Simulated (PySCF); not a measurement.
## Gas-phase XPS of `F[C@@H]1C[C@@H]1[SiH3]`, computed

C3H7FSi.
Atom-mapped SMILES: `[F:1][C@@H:2]1[CH2:3][C@@H:4]1[SiH3:5]`

Method used: delta-SCF UKS SCAN, pcX-2 on the ionised atom, pcseg-1 elsewhere, spin-free X2C (PySCF 2.14.0). Each binding energy is the total energy of the core-ionised species, with the hole localised on one atom, minus that of the ground state; both are solved self-consistently, so orbital relaxation is included.

List the computed XPS lines with their assignment.

```json
{"atom(s)": "F1", "bonded to": "C", "level": "F 1s", "binding energy (eV)": "692.56", "2p1/2 (eV)": "–", "above the level's lowest (eV)": "0.00", "count": "1"}
{"atom(s)": "C2", "bonded to": "F, 2 C and H", "level": "C 1s", "binding energy (eV)": "293.09", "2p1/2 (eV)": "–", "above the level's lowest (eV)": "+2.52", "count": "1"}
{"atom(s)": "C3", "bonded to": "2 C and 2 H", "level": "C 1s", "binding energy (eV)": "291.04", "2p1/2 (eV)": "–", "above the level's lowest (eV)": "+0.47", "count": "1"}
{"atom(s)": "C4", "bonded to": "2 C, H and Si", "level": "C 1s", "binding energy (eV)": "290.57", "2p1/2 (eV)": "–", "above the level's lowest (eV)": "0.00", "count": "1"}
{"atom(s)": "Si5", "bonded to": "C and 3 H", "level": "Si 2p3/2", "binding energy (eV)": "106.74", "2p1/2 (eV)": "107.36", "above the level's lowest (eV)": "0.00", "count": "1"}
{"atom(s)": "Si5", "bonded to": "C and 3 H", "level": "Si 1s", "binding energy (eV)": "1846.50", "2p1/2 (eV)": "–", "above the level's lowest (eV)": "0.00", "count": "1"}
```

The listed C 1s values span 2.52 eV, from C4 (bonded to 2 C, H and Si) to C2 (bonded to F, 2 C and H). Summing the Pauling electronegativity differences to the bonded atoms, each weighted by its formal bond order, gives -1.00 for the lowest site and +1.08 for the highest; no listed site has a larger sum than the highest.

Give the binding energy of F 1s of F1 in hartree and in kJ/mol.

692.56 eV = 25.4511 Eh = 66822 kJ/mol.

For 2p shells one spin-free hole was relaxed; a mean-field spin–orbit operator and the ground-state splitting of the three 2p orbitals were then diagonalised within the shell. The shell's mean is (2 × 2p3/2 + 2p1/2)/3, and the degeneracies 2j + 1 give areas of 2:1. 2p1/2 minus 2p3/2 (ligand field included): Si 0.62 eV. Geometry: PBE0-D3(BJ)/def2-SVP; no solvent, vibrations or thermal averaging.
